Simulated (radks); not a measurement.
The phosphorus ion P+ inside a hard spherical wall (all orbitals vanish at R), configuration held at [Ne] 3s2 3p2 and not refilled when levels cross. Method: scalar-relativistic Kohn-Sham, PBE, spin-unpolarised, spherical densities, finite nucleus; Fermi nuclear charge, rms radius 3.1889 fm; computed with a radial shooting solver on a logarithmic mesh with Libxc functionals. Eigenvalues in eV, with the zero of energy where the potential of the charges vanishes at infinity; a dash marks a level that is unbound or too diffuse for the functional's potential to be trusted. A positive occupied level is held by the wall or, in an anion where self-interaction has pushed it up, behind a barrier. The pressure on the wall is -dE/dV.

R (bohr)  E (hartree)  kinetic (hartree)    e(2s)    e(2p)    e(3s)    e(3p)  e(4s, empty)  e(3d, empty)  pressure (GPa)
free       -341.54434            342.637  -184.63  -135.15  -23.287  -14.215             -        -3.874               0
20         -341.54434            342.637  -184.63  -135.15  -23.287  -14.215             -        -3.874        < 0.0001
15         -341.54434            342.637  -184.63  -135.15  -23.287  -14.215        -4.934        -3.873        < 0.0001
12         -341.54434            342.637  -184.63  -135.15  -23.287  -14.215        -4.914        -3.864        < 0.0001
7          -341.54362            342.645  -184.57  -135.09  -23.251  -14.174        -3.476        -3.377          0.0612
5          -341.52064            342.815  -183.72  -134.23  -22.684  -13.468         3.006        -1.377            3.83
4          -341.41073            343.425  -181.32  -131.82  -20.977  -11.284        15.115         2.324            34.0
3.5        -341.22417            344.277  -178.54  -129.00  -18.703   -8.426        28.167         6.294             108
3          -340.76549            346.048  -173.67  -124.07  -13.932   -2.635        51.764        13.349             365
2.5        -339.59156            349.866  -165.33  -115.58   -3.162    9.771        97.355        26.503            1380
1.5        -325.63634            385.079  -122.04  -70.253   108.93   122.23        440.68        115.58           40500
